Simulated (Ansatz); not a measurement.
Basis sets compared for Ge(vinyl)2(NCO)2 (C6H6GeN2O2). Charge 0, multiplicity 1. Geometry PBE-D4/def2-SVP. Ansatz on 4 threads of Arm Neoverse N1 on a shared host; times are rough, and most runs start from earlier orbitals.

```xyz
17

Ge    0.0276   -0.1119   -0.3421
C     1.9323    0.2365   -0.2935
C     2.6035    0.3533    0.8662
H     2.4586    0.3373   -1.2590
H     2.0929    0.2517    1.8392
H     3.6898    0.5480    0.8908
C    -1.1140    1.1907   -1.2087
C    -1.9619    1.9791   -0.5252
H    -1.0410    1.2714   -2.3077
H    -2.0584    1.9171    0.5722
H    -2.6046    2.7183   -1.0335
N    -0.4956   -0.2809    1.4200
C    -1.3592   -0.6808    2.1801
O    -2.1493   -1.0429    2.9813
N    -0.2715   -1.7206   -1.2011
C     0.0142   -2.9046   -1.2384
O     0.2365   -4.0616   -1.3406
```

The 6-31G sets use Cartesian d functions. B3LYP takes the VWN-RPA correlation.

Binding counts from free atoms (Ge triplet, C triplet, H doublet, N quartet, O triplet) in the same basis, without a counterpoise term.

```
           level  functions  energy (Eh)  HOMO (eV)  LUMO (eV)  binding per atom (eV)  wall time
 PBE-D4/def2-SVP        202   -2567.7398      -6.88      -2.14                   5.02      4.6 s
  B3LYP-D4/6-31G        131   -2568.7927      -7.92      -1.28                   4.53        6 s
PBE0-D4/def2-SVP        202   -2567.7939      -8.27      -1.21                   4.84      8.5 s
```

Task: Estimate the rows for PBE-D4/def2-TZVP (with forces), B3LYP-D4/def2-TZVP, PBE0-D4/def2-TZVP.

Result: 
```json
{"level": "PBE-D4/def2-TZVP (with forces)", "functions": "394", "energy (Eh)": "-2568.5581", "HOMO (eV)": "-7.04", "LUMO (eV)": "-2.33", "binding per atom (eV)": "4.96", "wall time": "14 s"}
{"level": "B3LYP-D4/def2-TZVP", "functions": "394", "energy (Eh)": "-2569.5009", "HOMO (eV)": "-8.12", "LUMO (eV)": "-1.59", "binding per atom (eV)": "4.75", "wall time": "26 s"}
{"level": "PBE0-D4/def2-TZVP", "functions": "394", "energy (Eh)": "-2568.6085", "HOMO (eV)": "-8.36", "LUMO (eV)": "-1.38", "binding per atom (eV)": "4.79", "wall time": "25 s"}
```
